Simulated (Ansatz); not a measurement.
Cost and result for the atomization energy of `[NH2][Ge]([F])([F])[Cl]` (7 atoms, 6 bonds).

Charge 0, multiplicity 1. Correlated methods include outer-core shells of Ge, which these sets cover unevenly. Scalar relativity is left out up to krypton. All single points use the PBE0-D4/def2-TZVP geometry. It is one conformer, not always the lowest. Program: Ansatz. All runs use 4 threads of an INTEL XEON PLATINUM 8581C on a shared host. Times are those of one run each, without the atoms' runs, and a repeat can differ threefold. Electronic energies, without spin–orbit coupling; frozen cores. CCSD(T)/CBS adds CCSD(T) − MP2 in def2-TZVPP to the MP2 limit, and its time is that of the two runs behind it. T1 = 0.011. With those shells the extrapolation isn't a true limit. B3LYP takes the VWN-RPA correlation (the form of Gaussian; ORCA's B3LYP/G). HSE06 is the plane-wave form, built on full-range PBE exchange.

CCSD(T)/CBS is a level of theory with its own doubt, some kJ/mol a heavy atom from the limit and from the frozen cores, so smaller differences don't rank the functionals.

```
                            level  functions  wall time
             revPBE-D4/def2-TZVPP        211     0.85 s
  PBE-D4/def2-TZVPP (with forces)        211      1.1 s
              HSE06-D4/def2-TZVPP        211      1.6 s
               PBE0-D4/def2-TZVPP        211      1.7 s
              BHLYP-D4/def2-TZVPP        211      1.8 s
B3LYP-D4/def2-TZVPP (with forces)        211      2.3 s
            r2SCANh-D4/def2-TZVPP        211      2.6 s
              PBE-QIDH/def2-TZVPP        211      2.6 s
                 CCSD(T)/def2-SVP        102      2.8 s
 ωB97M-V/def2-TZVPP (with forces)        211      4.6 s
                   MP2/def2-QZVPP        390        9 s
               CCSD(T)/def2-TZVPP        211       54 s
                CCSD(T)/CBS(def2)          –       63 s
```

(1) What atomization energy does each give, and how far from CCSD(T)/CBS? (An estimate is asked.)

## Answers

(1) The calculation gave: 
```json
{"level": "revPBE-D4/def2-TZVPP", "atomization (kcal/mol)": "570.9", "difference from CCSD(T)/CBS": "-10.9", "per bond": "-1.8"}
{"level": "PBE-D4/def2-TZVPP (with forces)", "atomization (kcal/mol)": "591.6", "difference from CCSD(T)/CBS": "9.8", "per bond": "1.6"}
{"level": "HSE06-D4/def2-TZVPP", "atomization (kcal/mol)": "573.3", "difference from CCSD(T)/CBS": "-8.5", "per bond": "-1.4"}
{"level": "PBE0-D4/def2-TZVPP", "atomization (kcal/mol)": "572.9", "difference from CCSD(T)/CBS": "-8.9", "per bond": "-1.5"}
{"level": "BHLYP-D4/def2-TZVPP", "atomization (kcal/mol)": "547.1", "difference from CCSD(T)/CBS": "-34.7", "per bond": "-5.8"}
{"level": "B3LYP-D4/def2-TZVPP (with forces)", "atomization (kcal/mol)": "571.6", "difference from CCSD(T)/CBS": "-10.2", "per bond": "-1.7"}
{"level": "r2SCANh-D4/def2-TZVPP", "atomization (kcal/mol)": "572.0", "difference from CCSD(T)/CBS": "-9.8", "per bond": "-1.6"}
{"level": "PBE-QIDH/def2-TZVPP", "atomization (kcal/mol)": "572.4", "difference from CCSD(T)/CBS": "-9.4", "per bond": "-1.6"}
{"level": "CCSD(T)/def2-SVP", "atomization (kcal/mol)": "529.5", "difference from CCSD(T)/CBS": "-52.3", "per bond": "-8.7"}
{"level": "ωB97M-V/def2-TZVPP (with forces)", "atomization (kcal/mol)": "578.4", "difference from CCSD(T)/CBS": "-3.4", "per bond": "-0.6"}
{"level": "MP2/def2-QZVPP", "atomization (kcal/mol)": "597.3", "difference from CCSD(T)/CBS": "15.5", "per bond": "2.6"}
{"level": "CCSD(T)/def2-TZVPP", "atomization (kcal/mol)": "564.2", "difference from CCSD(T)/CBS": "-17.6", "per bond": "-2.9"}
{"level": "CCSD(T)/CBS(def2)", "atomization (kcal/mol)": "581.8", "difference from CCSD(T)/CBS": "0.0", "per bond": "0.0"}
```

From r2SCAN to r2SCAN0 (25 % exact exchange), in def2-TZVPP and without D4, the atomization energy moves by −17.6 kcal/mol: exact exchange takes away binding that semilocal exchange gives to molecules. Leaving LDA and LC-ωPBE aside and taking each functional with its dispersion term where it has one, the values spread over 44.5 kcal/mol, from BHLYP-D4 to PBE-D4. LDA lies +91.5 kcal/mol from PBE without D4, its usual overbinding. At CCSD(T), def2-SVP lies −52.3 kcal/mol from the extrapolated value and def2-TZVPP −17.6 kcal/mol: correlation converges slowly with the basis, and small sets miss more of it in the bonded molecule than in its fragments.
